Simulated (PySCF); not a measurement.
Sn(H)3(OH) (H4OSn), SMILES [OH][SnH3]. Atoms are numbered in the order given.

```xyz
6

Sn    -0.0018     0.2711     0.0000
O      0.1100    -1.7112     0.0000
H     -0.8366     0.7687     1.4116
H      1.6348     0.7403     0.0000
H     -0.8366     0.7687    -1.4116
H     -0.7499    -2.1431     0.0000
```

Geometry: B3LYP-D3(BJ)/def2-TZVP. The def2 effective core potentials stand for the cores of Sn; spin–orbit coupling is left out.

The numbers are results of r2SCAN/def2-TZVPD run with PySCF, not measurements.

The molecule is in vacuum.

```yaml
total_energy: -291.99210 hartree
point_group: Cs
highest_occupied_level: -7.00 eV
lowest_empty_level: -1.03 eV
orbital_gap: 5.97 eV
dipole_moment: 1.67 D
quadrupole, principal values (traceless, Buckingham form, about the centre of nuclear charge): -5.09, -0.92, 6.01 D·Å
mean_static_polarisability: 47.5 bohr³ (7.03 Å³)
polarisability_principal_values: 46.8, 46.9, 48.7 bohr³
```
